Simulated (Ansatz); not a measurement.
Ideal-gas functions of B2ClH3OS (`BSB(O)Cl`) at 298.15 K and 1 bar, from an Ansatz frequency run at PBE0-D4/def2-TZVP.

Molar mass 108.17 g/mol, point group Cs (symmetry number 1), electronic degeneracy 1, moments of inertia 115.107, 208.077, 323.183 u Å². Harmonic wavenumbers (cm⁻¹, unscaled): 46, 197, 312, 326, 345, 525, 527, 578, 788, 813, 880, 950, 1120, 1198, 1359, 2623, 2736, 3863.

Use S(trans) = R[1.5 ln M + 2.5 ln T − 1.1517]; rotational temperatures θ = 24.2544 K / I; S(rot) = R[ln(√π/σ · √(T³/θAθBθC)) + 1.5]; for each mode x = 1.438777 ν̃/T, S = R[x/(eˣ − 1) − ln(1 − e⁻ˣ)] and H = RT x/(eˣ − 1); 1 cm⁻¹ = 0.0119627 kJ/mol; R = 8.31446 J/(mol·K).

Problem. By hand: the entropy, in J/(mol·K).

Solution. Translation 167.3. Rotation: θ = 0.2107, 0.1166, 0.075 K, giving 114.5. Vibration, mode by mode: 20.85, 9.04, 5.66, 5.35, 4.97, 2.50, 2.49, 2.05, 0.91, 0.82, 0.63, 0.48, 0.24, 0.17, 0.09, 0.00, 0.00, 0.00, in all 56.3. Electronic 0.0. Sum 338.1 J/(mol·K).

Problem. By hand: H − E and G − E in kJ/mol, counted from the electronic energy.

Solution. Zero-point energy ½ × 19186 × 0.0119627 = 114.8; thermal vibration 9.1; translation, rotation and pV give 4 RT = 9.9. H − E = 133.8 kJ/mol, and G − E = 133.8 − 298.15 × 338.1/1000 = 33.0 kJ/mol.

Vibration gives 17 % of the entropy, 20.8 J/(mol·K) of it from the mode under 150 cm⁻¹: soft modes count most, and the harmonic formula is weakest for them. The sum counts one conformer and one mirror image; others add a mixing term.
